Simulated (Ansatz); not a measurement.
Consider the redistribution: `[CH3][Ge]([NH2])([F])[F]` + `C[S][Mg][NH2]` → `C[S][Ge]([CH3])([F])[F]` + `[NH2][Mg][NH2]`.

Isolated molecules relaxed with PBE0-D4/def2-TZVP in Ansatz; ΔE leaves out vibrations. CCSD(T)/CBS adds triple-zeta CCSD(T) − MP2 to the extrapolated MP2 energy (def2 sets, frozen cores). For Ge, Mg outer-core shells are correlated without core-valence functions, which leaves a few kJ/mol of doubt a bond. Scalar relativity is left out up to krypton. Each species was taken in one conformer, which may not be the lowest.

`[CH3][Ge]([NH2])([F])[F]`:

Z-matrix (Å, degrees):
```
C
Ge 1 1.918
H 1 1.090 2 109.2
H 1 1.090 2 110.0 3 -119.6
H 1 1.090 2 109.7 3 120.1
N 2 1.805 1 116.3 3 -179.7
F 2 1.727 1 111.4 3 -59.6
F 2 1.738 1 108.3 3 52.8
H 6 1.010 2 115.9 1 -61.9
H 6 1.011 2 114.5 1 169.0
```

`C[S][Mg][NH2]`:

Cartesian coordinates in Å:
```
C 0.733 2.001 -0.343
S 1.537 0.431 -0.821
Mg 0.080 -1.168 -0.075
N -1.120 -2.479 0.540
H -0.231 2.130 -0.835
H 0.605 2.082 0.736
H 1.390 2.808 -0.668
H -1.884 -2.883 0.019
H -1.109 -2.923 1.446
```

`C[S][Ge]([CH3])([F])[F]`:

Z-matrix (Å, degrees):
```
C
S 1 1.820
H 1 1.089 2 111.0
H 1 1.089 2 105.9 3 -118.1
H 1 1.090 2 111.8 3 123.8
Ge 2 2.187 1 98.1 3 -57.5
F 6 1.727 2 106.0 1 166.1
C 6 1.926 2 120.1 1 -69.7
F 6 1.735 2 108.0 1 53.5
H 8 1.090 6 108.8 2 178.3
H 8 1.090 6 109.5 2 -61.7
H 8 1.090 6 110.0 2 58.7
```

`[NH2][Mg][NH2]`:

Cartesian coordinates in Å:
```
N 1.016 -0.022 1.589
Mg 0.000 0.000 0.000
N -1.016 0.021 -1.589
H 1.704 0.661 1.869
H 0.973 -0.717 2.318
H -0.759 -0.397 -2.470
H -1.918 0.454 -1.718
```

| species | CCSD/def2-SVP energy (Eh) |
| --- | --- |
| `[CH3][Ge]([NH2])([F])[F]` | -2370.02431 |
| `C[S][Mg][NH2]` | -692.68052 |
| `C[S][Ge]([CH3])([F])[F]` | -2751.56338 |
| `[NH2][Mg][NH2]` | -311.12449 |

Work out ΔE.

ΔE = (-2751.56338) + (-311.12449) − (-2370.02431) − (-692.68052) = 0.01696 Eh = +0.46 eV. CCSD(T)/CBS gives +0.35 eV.

Largest T1 diagnostic among the species: 0.011.

From r2SCAN to r2SCAN0 (25 % exact exchange), in def2-TZVPP and without D4, ΔE moves by +0.05 eV. In def2-TZVPP, CCSD(T) changes the Hartree–Fock value by −0.19 eV (the triples alone add −0.03 eV) and MP2 by −0.22 eV.
